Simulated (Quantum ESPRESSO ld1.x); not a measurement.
All-electron atom: Se24+ in [Ne].

Calculated with ld1.x of Quantum ESPRESSO 7.5: scalar-relativistic Kohn-Sham, LDA (Slater exchange, Perdew-Zunger correlation), spin-polarised, spherical densities, point nucleus.

Energy parts (hartree):
part                      energy
total                 -2053.2826
kinetic                2101.2914
electron-nucleus      -4428.2007
Hartree                 325.4104
exchange-correlation    -51.7837

Orbitals (lengths in bohr, moments of r in powers of bohr; <r^-3> diverges for s and p1/2; r(max) is where P^2 peaks):
orbital,occ.,eigenvalue (hartree),r(max),<r^-3>,<r^2>
1s,2,-500.190,0.029,-,0.002618
2s,2,-98.0065,0.163,-,0.04347
2p,6,-91.4070,0.130,1275,0.03403

The highest occupied level is 2p at -2487.3 eV. Summed over all electrons, <r^2> = 0.2964 bohr^2, which gives a Langevin (diamagnetic) susceptibility term of -0.235 x 10^-6 cm^3/mol. For comparison, the ionisation energy in NIST's Atomic Spectra Database is 2541 eV (semi-empirical). In exact Kohn-Sham theory the highest level is minus the ionisation energy, but local and semilocal functionals leave it too shallow, through self-interaction and a potential that decays too fast; potentials with the right tail come closer.
